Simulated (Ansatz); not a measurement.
`C#C[TeH]` + `B1N[SiH2]1` → `[TeH]B1N[SiH2]1` + `C#C`  (formal exchange of groups at a Te–C bond)

Program: Ansatz. Geometries: PBE0-D4/def2-TZVP. ΔE: electronic, gas phase. CBS: MP2 limit from def2 TZ/QZ plus the TZ coupled-cluster correction, frozen cores. This one scheme is used for every species. Functionals use def2-TZVPP. HSE06 is defined as in plane-wave codes. def2 core potentials past Kr. For Te outer-core shells are correlated without core-valence functions, which leaves a few kJ/mol of doubt a bond.

`C#C[TeH]`:

```xyz
5

C    -1.003    0.839   -0.459
C    -0.009    0.309   -0.033
Te    1.721   -0.439    0.691
H    -1.888    1.296   -0.837
H     1.179   -2.006    0.639
```

`B1N[SiH2]1`:

```xyz
7

B    -0.147    1.130    0.121
N     0.481    0.069    0.734
Si   -0.323   -0.622   -0.666
H    -0.253    2.297    0.315
H     1.059   -0.085    1.546
H    -1.401   -1.596   -0.356
H     0.584   -1.194   -1.694
```

`[TeH]B1N[SiH2]1`:

Cartesian coordinates in Å:
```
Te -0.161 -0.828 2.604
B -0.113 -0.107 0.600
N -0.753 0.878 -0.131
Si 0.344 0.108 -1.258
H 0.990 -1.981 2.313
H -1.452 1.589 0.016
H 1.444 0.964 -1.766
H -0.299 -0.623 -2.378
```

`C#C`:

Cartesian coordinates in Å:
```
C -0.594 0.068 0.031
C 0.594 -0.068 -0.031
H -1.650 0.188 0.087
H 1.650 -0.188 -0.087
```

Problem. Is it downhill or uphill in electronic energy at CCSD(T)/CBS, and by how much? (An estimate is asked.)

Solution. Ansatz gave: Downhill: ΔE = -82.8 kJ/mol.

Problem. What do these levels give: r2SCANh-D4, HSE06, BHLYP, MP2/def2-TZVPP, SCS-MP2/def2-TZVPP, CCSD(T)/def2-TZVPP? (Estimate.)

Solution. Ansatz gave: r2SCANh-D4 -83.9, HSE06 -81.1, BHLYP -76.3, MP2/def2-TZVPP -84.5, SCS-MP2/def2-TZVPP -78.4, CCSD(T)/def2-TZVPP -80.7 kJ/mol.

Largest T1 diagnostic among the species: 0.014.

From BLYP to BHLYP (50 % exact exchange), in def2-TZVPP and without D4, ΔE moves by −4.9 kJ/mol. At CCSD(T), def2-SVP lies −8.1 kJ/mol from the extrapolated value and def2-TZVPP +2.1 kJ/mol.
